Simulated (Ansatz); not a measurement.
Reaction (redistribution): `[BH2][GaH][CH2][SiH2]F` + `[SiH3]Cl` → `[BH2][GaH2]` + `F[SiH2]C[SiH2]Cl`

Calculated with Ansatz (gas phase, PBE0-D4/def2-TZVP geometries, no zero-point term in ΔE). CCSD(T)/CBS adds triple-zeta CCSD(T) − MP2 to the extrapolated MP2 energy (def2 sets, frozen cores). This one scheme is used for every species. Functionals use def2-TZVPP. For Ga outer-core shells are correlated without core-valence functions, which leaves a few kJ/mol of doubt a bond. Scalar relativity is left out up to krypton. Each species was taken in one conformer, which may not be the lowest.

```csv
level,ΔE (kJ/mol)
PBE,-0.8
HF/def2-TZVPP,-24.5
MP2/def2-QZVPP,1.4
SCS-MP2/def2-QZVPP,-3.1
```

Q: What does CCSD(T)/CBS give? (An estimate is asked.)

A: The calculation gave: 0.0 kJ/mol. The listed levels differ from it by -0.8, -24.5, 1.4, -3.1 kJ/mol.

Largest T1 diagnostic among the species: 0.014.

In def2-TZVPP, CCSD(T) changes the Hartree–Fock value by +23.7 kJ/mol (the triples alone add +3.9 kJ/mol) and MP2 by +25.9 kJ/mol. From PBE to PBE0 (25 % exact exchange), in def2-TZVPP and without D4, ΔE moves by −4.3 kJ/mol.
